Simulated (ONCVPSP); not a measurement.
La, ONCV: configuration errors across variants

```json
{
  "Element": "lanthanum (La)",
  "Generator": "ONCVPSP 4.0.1",
  "Type": "optimised norm-conserving Vanderbilt (ONCV)",
  "Functional": "LDA (Perdew-Wang 92)",
  "Relativity": "scalar-relativistic",
  "Frozen core": "[Kr] 4d10",
  "Valence charge": "11",
  "Reference configuration": "5s2 5p6 5d1 (charge +2)",
  "Partial waves": "5s: rc 2.60 bohr, ncon 4, nbas 8, qcut 4.8 1/bohr, 2 projectors, debl 2.6 Ha; 5p: rc 2.60 bohr, ncon 4, nbas 7, qcut 4.6 1/bohr, 1 projector; 5d: rc 3.80 bohr, ncon 3, nbas 8, qcut 3.3 1/bohr, 2 projectors, debl 2.1 Ha; f scattering state at 0.05 Ha: rc 3.00 bohr, ncon 4, nbas 8, qcut 3.6 1/bohr, 2 projectors, debl 1.9 Ha",
  "Local potential": "polynomial inside 2.40 bohr (lpopt 5, dvloc0 0 Ha)",
  "Core correction": "Teter function, fcfact 2, rcfact 1.2"
}
```

In the s channel the program set the typed energies aside and used -1.902, 0.050 Ha. In the f channel the program set the typed energies aside and used -0.636, 1.264 Ha.

All-electron excitation energies from the reference (eV): (1) 5s2 5p6 5d1 6s2 -17.305; (2) 5s2 5p6 5d1 6s1 -11.147; (3) 5s2 5p6 5d0 19.096; (4) 5s2 5p6 5d1 6p2 -12.262.

A true bound ghost makes a file unfit for plane-wave use even where its test errors are small: the radial tests pick states by their node count and pass the ghost by.

Errors AE − PS in meV (a dash: test not solved or not reliable):

| change | (1) | (2) | (3) | (4) | bound ghosts | GHOST(+) flags above zero |
| --- | --- | --- | --- | --- | --- | --- |
| base | -15 | -6.1 | +83 | +21 | none | s |
| f: nbas 7 | -15 | -6.1 | +83 | +21 | none | s |
| d: nproj 1 | -15 | -6.2 | +83 | +21 | none | s, d |

Question: Give the same row for: local potential polynomial inside 2.60 bohr (lpopt 5, dvloc0 0 Ha).

Answer: +3.5, +4.0, +107, –; bound ghosts: p; GHOST(+) flags above zero: none.
